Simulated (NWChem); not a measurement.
# ZnSiH3F; SMILES [F][Zn][SiH3]

```xyz
6

Zn    -0.2576     0.4980    -0.0003
F     -0.1883     2.2480    -0.0005
Si    -0.3497    -1.8397     0.0000
H      0.2709    -2.3985    -1.2415
H     -1.7654    -2.3193     0.0652
H      0.3835    -2.4025     1.1766
```
Atoms are numbered in this order, from 1.

Geometry: optimised at PBE0/def2-SVP.

Task: Give the principal values of the shielding tensors (ppm) of Zn1, F2, Si3 from Hartree-Fock/6-31G* (spherical d), GIAO (NWChem), with their diamagnetic and paramagnetic parts as GIAO splits them.

Result: 
| atom | σ11 | σ22 | σ33 | isotropic | diamagnetic | paramagnetic |
|---|---|---|---|---|---|---|
| Zn1 | 1832.7 | 1832.7 | 2524.2 | 2063.2 | 2516.0 | -452.8 |
| F2 | 344.8 | 344.8 | 496.5 | 395.4 | 471.5 | -76.1 |
| Si3 | 533.2 | 560.7 | 560.8 | 551.6 | 880.6 | -329.0 |
